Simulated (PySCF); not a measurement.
System: 1-ethenoxy-1-fluoroethene, C$_{4}$H$_{5}$FO, charge 0, multiplicity 1. 
Geometry from a B3LYP-D3(BJ)/def2-TZVP (Ansatz) optimisation:
```xyz
11

C     -1.9250     0.3642    -0.4720
C     -1.3838    -0.7294     0.0369
O     -0.0392    -0.9646     0.2535
C      0.8419     0.0378     0.0659
C      1.8124     0.0425    -0.8272
F      0.6784     1.0354     0.9504
H     -1.3442     1.2285    -0.7607
H     -2.9957     0.4035    -0.6044
H     -1.9487    -1.5999     0.3367
H      2.5279     0.8489    -0.8492
H      1.8960    -0.7735    -1.5263
```
Charge 0, spin multiplicity 1.

Dispersion corrections to the total energy (kcal/mol) from the dftd3 and dftd4 libraries through PySCF: D3(BJ) without and D4 with the three-body term, each with the damping fitted for the functional named.

| functional | D3(BJ) | D4 |
|---|---|---|
| HF | -38.35 | -17.99 |
| B2GP-PLYP | -2.62 | -1.99 |
| B2PLYP | -3.65 | -3.33 |
| BP86 | -7.27 | -6.20 |
| HSE06 | -3.01 | [?] |
| TPSS | -5.97 | [?] |
| revPBE | [?] | -16.42 |

### Question
Fill in the missing entries.

### Answer

- HSE06, D4: -3.67
- TPSS, D4: -6.44
- revPBE, D3(BJ): -12.39
